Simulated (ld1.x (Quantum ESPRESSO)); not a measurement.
## Transferability test, TM potential for P (Z = 15)

| Item | Value |
| --- | --- |
| Element | phosphorus |
| Generator | ld1.x (Quantum ESPRESSO) 7.5 |
| Type | norm-conserving Troullier–Martins (Kleinman–Bylander form) |
| Functional | PBEsol |
| Relativity | scalar-relativistic |
| Frozen core | [Ne] |
| Valence charge | 5 |
| Reference configuration | 3s2 3p3 |
| Partial waves | 3s (bound): rc 1.45 bohr; 3p (bound): rc 1.50 bohr; 3d channel at 0.1 Ry: rc 1.30 bohr |
| Local potential | all-electron potential smoothed inside 1.05 bohr (lloc = -1) |
| Core correction | a·sin(br)/r model core inside 1.05 bohr |

Energies are relative to the spin-unpolarised reference configuration 3s2 3p3; without spin polarisation the order of configurations can differ from experiment. Not all tests gave a result: 1 of 7 tests not solved or not reliable. Left out of the table: 3s2 3p0 (solver errors, printed error -12.8 eV).

```tsv
valence configuration	charge	ΔE all-electron (eV)	error AE − PS (meV)
3s2 3p2	+1	9.698	+19
3s2 3p1	+2	28.810	+174
3s1 3p3	+1	18.793	+40
3s2 3p2.5	+0.5	3.760	+3.0
3s2 3p3.3	-0.3	-1.299	+0.6
```

What are ΔE and the potential's error for 3s1 3p4?

ΔE = 8.509 eV all-electron; the error (AE − PS) is +4.2 meV.

Levels in the configuration 3s2 3p3.3:

```
level  all-electron (eV)  pseudo (eV)
   3s            -11.477      -11.483
   3p             -3.213       -3.216
```

Note: ghost state, extra bound levels that the all-electron valence spectrum of the same l lacks: s at -10.3 eV. A true bound ghost makes a file unfit for plane-wave use.
